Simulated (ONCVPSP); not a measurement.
## Before and after: ONCV potential for Te (Z = 52)

ONCVPSP 4.0.1 input, shortened (lines: element, Z, core and valence counts, functional; n l f; lmax; l rc ep ncon nbas qcut; lloc lpopt rc5 dvloc0; l nproj debl; icmod fcfact rcfact), PW91, fully relativistic:

```
  Te 52.00    6    5  -109134      upf
    1    0    2.00
    2    0    2.00
    2    1    6.00
    3    0    2.00
    3    1    6.00
    3    2   10.00
    4    0    2.00
    4    1    6.00
    4    2   10.00
    5    0    2.00
    5    1    4.00
    2
    0    1.40    0.00    3    6   11.10
    1    1.40    0.00    4    9    8.60
    2    0.90    0.00    4    7   11.70
    4    5    0.70   -1.00
    0    2    2.80
    1    2    3.70
    2    2    0.50
    1    0.30    0.00
```

Open shells are filled in proportion to 2j + 1.

In the d channel the program set the typed energies aside and used -1.509, 0.250 Ha (j = l + 1/2; the other j can differ).

All-electron outer shells of the reference configuration (PW91, scalar-relativistic, ld1.x):

| shell | level (eV) | outermost node (bohr) | outermost maximum (bohr) |
| --- | --- | --- | --- |
| 3p | -804.10 | 0.13 | 0.29 |
| 3d | -560.25 | – | 0.24 |
| 4s | -164.41 | 0.38 | 0.70 |
| 4p | -114.44 | 0.38 | 0.74 |
| 4d | -41.69 | 0.36 | 0.81 |
| 5s | -15.18 | 0.91 | 1.80 |
| 5p | -6.00 | 1.00 | 2.17 |

Change: d: rc 0.76.

Cutoffs: the cutoffs (Ha) at which the residual kinetic energy of the hardest occupied pseudo-wave falls to 1 and 0.1 mHa per electron; they do not see the model core or the augmentation charge, which bear on the density cutoff. Errors are all-electron minus pseudo energies relative to the spin-unpolarised reference configuration.

Q: How do hardness, ghosts and transferability respond?

A: The potential gets harder (56 Ha and 66 Ha → 232 Ha and 301 Ha); both files keep a bound ghost (s); the errors of the 4 common tests hardly move. A smaller radius makes the pseudo-wave follow the all-electron one further in, where it bends more sharply, so more plane waves are needed.

| quantity | base | changed |
| --- | --- | --- |
| cutoff, loose | 56 Ha | 232 Ha |
| cutoff, tight | 66 Ha | 301 Ha |
| loose cutoff by channel | s 35 Ha, p 28 Ha, d 56 Ha | s 35 Ha, p 28 Ha, d 232 Ha |
| bound ghosts | s | s |
| GHOST(+) flags under 300 eV | none | none |
| error for 4s2 4p6 4d10 5s2 5p3, meV [ΔE 9.81 eV] | +0.4 | +0.4 |
| error for 4s2 4p6 4d10 5s2 5p2, meV [ΔE 27.83 eV] | +0.6 | +0.6 |
| error for 4s2 4p6 4d10 5s2 5p1, meV [ΔE 54.85 eV] | 0.0 | +0.1 |
| error for 4s2 4p6 4d10 5s0 5p6, meV [ΔE 18.68 eV] | +0.3 | +0.4 |
| s: phases at 1.42 bohr within 0.05 rad from the reference energy up to (Ha; the scan ends near 5) | to the end of the scan | to the end of the scan |
| p3/2: phases at 1.42 bohr within 0.05 rad from the reference energy up to (Ha; the scan ends near 5) | to the end of the scan | to the end of the scan |
| p1/2: phases at 1.42 bohr within 0.05 rad from the reference energy up to (Ha; the scan ends near 5) | to the end of the scan | to the end of the scan |
| rms error of d²Exc/dni dnj with the model core, mHa | 3.47 | 3.46 |

 A true bound ghost makes a file unfit for plane-wave use even where its test errors are small: the radial tests pick states by their node count and pass the ghost by.
